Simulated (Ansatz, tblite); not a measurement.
Removing and adding an electron: Ga9Sb9H24, a nanocrystal cut from wurtzite GaSb (hydrogen-capped). The state is a singlet with charge 0. Geometry: r2SCAN-D4/def2-SVP. Ansatz, gas phase; energy differences of separate SCF runs; the oxidised species was run as a doublet alone; the reduced species was run as a doublet alone.

Cartesian coordinates in Å:
```
Ga -4.614 -2.709 0.432
Sb -2.490 -4.055 1.486
Sb -3.213 -0.561 -0.338
Ga -2.226 0.833 1.686
Ga 0.001 -3.107 1.499
Sb -0.216 -0.701 2.604
Sb -1.007 3.015 0.807
Ga -0.110 4.595 2.774
Ga 2.186 0.435 2.633
Sb 1.765 2.843 3.694
Ga -1.476 -1.076 -2.271
Sb 0.473 -2.455 -1.033
Sb -0.275 1.150 -3.059
Ga 0.782 2.584 -1.099
Ga 2.912 -1.413 -1.196
Sb 2.549 0.908 0.044
Ga 1.389 0.787 -5.126
Sb 3.178 -0.756 -3.765
H -5.523 -2.361 1.655
H -5.054 -3.551 -0.809
H -2.801 -4.534 3.089
H -2.375 -5.624 0.838
H -4.323 0.509 -1.066
H -3.254 1.098 2.838
H 1.064 -4.048 2.154
H -0.570 -1.006 4.241
H -2.245 3.878 0.013
H -1.168 4.697 3.920
H 0.706 5.792 2.187
H 3.310 -0.405 3.321
H 1.589 2.578 5.366
H 3.299 3.575 3.778
H -2.064 -1.932 -3.443
H 0.584 -3.945 -1.850
H -1.555 2.121 -3.629
H 1.521 3.878 -1.583
H 4.058 -2.305 -0.618
H 4.060 1.689 -0.045
H 0.750 -0.168 -6.185
H 2.157 2.110 -5.448
H 3.467 -2.222 -4.581
H 4.757 -0.140 -3.915
```

In the def2 sets Sb takes a core potential; there is no spin–orbit coupling. The xTB rows come from tblite. Single mean-field runs in def2-SVP are fitted with def2-universal-jkfit. HOMO above LUMO, or a gap near zero within one spin, warns that the state may not be the lowest or that an electron is smeared out.

```json
{"level": "PBE-D4/def2-SVP", "−HOMO (eV)": "5.74", "vertical IE (eV)": "–", "−LUMO (eV)": "2.44", "vertical EA (eV)": "1.22", "HOMO–LUMO gap (eV)": "3.29", "IE − EA (eV)": "–", "remarks": "HOMO above zero (-1 doublet), gap within one spin near zero (-1 doublet)"}
{"level": "PBE0-D4/def2-SVP", "−HOMO (eV)": "6.63", "vertical IE (eV)": "7.67", "−LUMO (eV)": "1.81", "vertical EA (eV)": "0.99", "HOMO–LUMO gap (eV)": "4.82", "IE − EA (eV)": "6.68", "remarks": "–"}
```

(1) Estimate the rows for GFN1-xTB.

Answers

(1) 
| level | −HOMO (eV) | vertical IE (eV) | −LUMO (eV) | vertical EA (eV) | HOMO–LUMO gap (eV) | IE − EA (eV) |
| --- | --- | --- | --- | --- | --- | --- |
| GFN1-xTB | 10.56 | 11.79 | 7.29 | 6.04 | 3.27 | 5.75 |

Run but left out: PBE-D4/def2-SVP (charge +1 doublet: an occupied level 0.09 eV above an empty one).   A HOMO above zero means that the electron is unbound at that level or that self-interaction error raises the level; the energy of removing that electron tells which. Raw xTB energy differences between charge states are shifted by several eV; the methods need an empirical correction for them. Sets without diffuse functions give affinities that are too small.
